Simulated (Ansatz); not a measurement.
CH5BrHfO2, SMILES `[CH3][Hf]([OH])([OH])[Br]`, relaxed with RKS PBE0-D4/def2-TZVP in Ansatz 0.2.0 from a GFN2-xTB geometry. The force threshold is 0.005 eV/Å; the program also tests the step.

The species carries charge 0 and has multiplicity 1. Hf takes the def2 core potential.

Start:

```xyz
10

C    -1.129   -0.532   -0.984
Hf    0.450    0.321    0.311
O    -0.440    1.227    1.687
O     1.757   -0.952    0.727
Br    2.004    1.869   -0.897
H    -1.927    0.197   -1.193
H    -0.716   -0.832   -1.960
H    -1.625   -1.419   -0.575
H    -1.052    0.836    2.313
H     2.678   -0.716    0.572
```

Q: By how much does the energy fall, and how many steps does the optimiser take? (Estimate.)

A: The calculation gave: 54.79 kJ/mol, in 14 steps, 2 of them rejected.

Q: Which bonds change most? (Estimate.)

A: Computed: Hf2–O4 from 1.872 to 1.906 Å; Hf2–O3 from 1.873 to 1.906 Å; Hf2–Br5 from 2.504 to 2.533 Å; O4–H10 from 0.963 to 0.951 Å.

Q: Give the relaxed structure. (Best estimate.)

A: Ansatz gave: 
```xyz
10

C    -1.015   -0.533   -1.077
Hf    0.489    0.445    0.216
O    -0.482    1.004    1.757
O     1.782   -0.910    0.570
Br    1.451    2.392   -1.088
H    -1.810    0.171   -1.351
H    -0.557   -0.895   -2.005
H    -1.487   -1.390   -0.585
H    -0.799    1.222    2.627
H     2.428   -1.506    0.935
```
